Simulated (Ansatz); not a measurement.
Stepwise reaction of `[OH][SnH2][OH]` with hydrogen, as a gas-phase model of exchange steps in deposition or etching. ΔE in kJ/mol; ΔG adds harmonic PBE0-D4 terms to CCSD(T)/CBS, at 1 bar.

Isolated molecules relaxed with PBE0-D4/def2-TZVP in Ansatz; ΔE leaves out vibrations. CBS: MP2 limit from def2 TZ/QZ plus the TZ coupled-cluster correction, frozen cores. This one scheme is used for every species. DFT in def2-TZVPP. B3LYP here is the variant with VWN-RPA as its local correlation; programs differ in this. def2 core potentials past Kr. For Sn outer-core shells are correlated without core-valence functions, which leaves a few kJ/mol of doubt a bond. Each species was taken in one conformer, which may not be the lowest.

```json
{"step": "2", "reaction": "`[OH][SnH3]` + H₂ → `[SnH4]` + H₂O", "PBE-D4": "-6.7", "B3LYP-D4": "-5.5", "ωB97M-V": "-9.0", "CCSD(T)/CBS": "-3.9", "ΔG(500 K)": "7.2"}
```

Give the row of step 1, `[OH][SnH2][OH]` + H₂ → `[OH][SnH3]` + H₂O. (Best estimate.)

Computed: 
| step | reaction | PBE-D4 | B3LYP-D4 | ωB97M-V | CCSD(T)/CBS | ΔG(500 K) |
| --- | --- | --- | --- | --- | --- | --- |
| 1 | `[OH][SnH2][OH]` + H₂ → `[OH][SnH3]` + H₂O | 12.9 | 12.8 | 10.2 | 14.5 | 7.6 |

By hand: ΔE of the 2 steps together at CCSD(T)/CBS.

(14.5) + (-3.9) = 10.6 kJ/mol, or 5.3 kJ/mol a step.

In ΔE each step is lower than the one before. ΔG lies between 7.2 and 7.6 kJ/mol a step. PBE-D4 differs from CCSD(T)/CBS by -2.8 to -1.6 kJ/mol a step. Isolated molecules leave out the surface, adducts and barriers. Largest T1 diagnostic: 0.014.
